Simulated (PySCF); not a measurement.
Compound: C₃H₁₀NSi₃ (doublet state).
Cartesian coordinates in Å at the GFN2-xTB level; atoms count from 1:
```
atom  x, y, z in Å
C1    -2.284    1.283   -0.089
Si2   -1.693   -0.506   -0.328
C3    -0.159   -0.789    0.730
C4    -0.239   -0.413    2.040
N5    -0.313   -0.104    3.157
Si6    1.499   -1.346    0.092
Si7    2.549    0.545   -0.790
H8    -2.485    1.483    0.959
H9    -1.535    1.997   -0.421
H10   -3.196    1.476   -0.646
H11   -2.750   -1.439    0.082
H12   -1.306   -0.753   -1.723
H13    1.257   -2.363   -0.940
H14    2.285   -1.957    1.169
H15    1.750    1.126   -1.872
H16    3.856    0.192   -1.351
H17    2.756    1.582    0.220
```

The hyperfine couplings belong to this conformer and change with its torsions.

As a line formula: `C[SiH2][C](C#N)[SiH2][SiH3]` [radical].

Level of theory: UKS B3LYP, pcH-1 on C H N Si, non-relativistic, mean-field spin-orbit, GIAO (PySCF). Geometry: GFN2-xTB, one conformer, isolated molecule. Couplings are sensitive to structure, and on GFN2-xTB geometries they can be far from those on DFT ones. No stability test was run, so a lower SCF solution isn't excluded.

Principal values of hyperfine tensors in MHz (contact, dipolar and spin–orbit terms together), for some of the nuclei:

| atom | isotope | A1 | A2 | A3 |
| --- | --- | --- | --- | --- |
| C3 | 13C | 5.73 | 6.60 | 179.91 |
| Si7 | 29Si | -64.54 | -45.80 | -45.00 |
| C4 | 13C | -70.44 | -51.96 | -29.75 |
| H11 | 1H | 47.27 | 48.34 | 53.38 |
| Si6 | 29Si | 34.76 | 36.20 | 38.18 |
| H13 | 1H | 26.86 | 27.40 | 33.19 |
| H16 | 1H | 19.15 | 20.00 | 22.08 |
| H14 | 1H | 15.66 | 16.31 | 21.45 |

(1) Split each tensor into its isotropic and traceless parts, and turn a_iso into mT with g = 2.0035.

(2) What spin density at the nucleus of Si7 lies behind its contact coupling (g_N = -1.11058)?

(3) Si2 (29Si, g_N = -1.11058) isn't in the table. Its spin density at the nucleus is -0.03732 bohr⁻³. What is its contact coupling?

(4) Which nucleus of the table has the largest anisotropic coupling, and what is its form?

(5) What first-order splitting does C4 cause when the field lies along A1, A2 or A3 of its tensor (g taken as isotropic, no quadrupole term)?

## Answers

(1) a_iso is a third of the trace, T = A − a_iso, and a(mT) = a(MHz)/(g × 13.996). The tensors hold a spin–orbit part: the run splits a_iso into a_FC + a_SO, and T includes its anisotropic share.

| atom | a_iso (MHz) | a_FC | a_SO | a_iso (mT) | T1 | T2 | T3 |
| --- | --- | --- | --- | --- | --- | --- | --- |
| C3 | 64.08 | 64.10 | -0.02 | 2.285 | -58.35 | -57.48 | 115.83 |
| Si7 | -51.78 | -51.84 | 0.06 | -1.846 | -12.76 | 5.98 | 6.78 |
| C4 | -50.72 | -50.74 | 0.03 | -1.809 | -19.72 | -1.24 | 20.96 |
| H11 | 49.66 | 49.66 | 0.00 | 1.771 | -2.39 | -1.32 | 3.72 |
| Si6 | 36.38 | 36.45 | -0.07 | 1.297 | -1.62 | -0.18 | 1.80 |
| H13 | 29.15 | 29.15 | 0.00 | 1.040 | -2.29 | -1.75 | 4.04 |
| H16 | 20.41 | 20.41 | 0.00 | 0.728 | -1.26 | -0.41 | 1.67 |
| H14 | 17.81 | 17.81 | 0.00 | 0.635 | -2.14 | -1.50 | 3.64 |

(2) a_FC = 800.24 MHz bohr³ × g_N × ρ(0)/(2S). With a_FC = -51.84 MHz and 2S = 1, ρ(0) = 0.05833 bohr⁻³. The nuclear moment is negative, so coupling and spin density have opposite signs.

(3) By the same relation, a_FC = 33.2 MHz. The spin–orbit term adds -0.06 MHz. Its full tensor has the principal values 31.09, 33.09, 35.15 MHz.

(4) C3: -58.3, -57.5, 115.8 MHz (the dipolar term alone has -58.5, -57.3, 115.8), axial, in the ratio −1:−1:+2, the form that spin in one p orbital centred on that nucleus gives.

(5) 2 lines (I = 1/2), spaced by |A_i|/(g × 13.996): 2.51, 1.85, 1.06 mT along the axes of A1, A2 and A3.
